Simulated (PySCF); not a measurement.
## Magnesium: highly charged ions in a basis for the neutral atom

Mg⁹⁺ [He] 2s1, Mg¹⁰⁺ 1s2. All numbers are calculated (PySCF 2.14, scalar relativity by spin-free X2C-1e, in aug-cc-pVDZ-DK). No spin-orbit coupling, so a gap to NIST mixes the basis error with missing relativistic terms.

Changed run: basis of the neutral atom used for a highly charged ion. This setting is unsound on purpose.

| species | method | sound run (hartree) | changed run (hartree) | converged |
| --- | --- | --- | --- | --- |
| Mg⁹⁺ | UHF | not run | -149.90738 | yes |
| Mg⁹⁺ | TPSS | not run | -149.98585 | yes |
| Mg⁹⁺ | PBE0 | not run | -149.87837 | yes |
| Mg¹⁰⁺ | UHF | not run | -136.84765 | yes |
| Mg¹⁰⁺ | TPSS | not run | -136.90300 | yes |
| Mg¹⁰⁺ | PBE0 | not run | -136.79285 | yes |

Ionisation energy of Mg⁹⁺:

```tsv
method	changed run (eV)	NIST (eV)
UHF	355.37	367.49
TPSS	356.00	367.49
PBE0	356.07	367.49
```

The contracted functions were made for the neutral atom and can be too rigid for a highly charged ion.
